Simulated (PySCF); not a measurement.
Level of theory: PBE-D3(BJ)/def2-TZVP // B3LYP-D3(BJ)/def2-TZVP (PySCF). Gas-phase values, no solvent. One relaxed conformer stands for a flexible species; it need not be the lowest. 

Reference species (SMILES): `[OH][Ge]([SH])([OH])[SH]` (neutral, multiplicity 1).

The LUMO is -1.77 eV. The HOMO is -6.55 eV.

Changed species: `[Ge]([SH])([SH])([SH])[SH]` (4 of 4 OH replaced by SH; the reference has 2 of 4 OH replaced by SH).

Give the shifts of the LUMO and HOMO.

the LUMO falls by 0.71 eV, to -2.48 eV; the HOMO rises by 0.30 eV, to -6.25 eV.
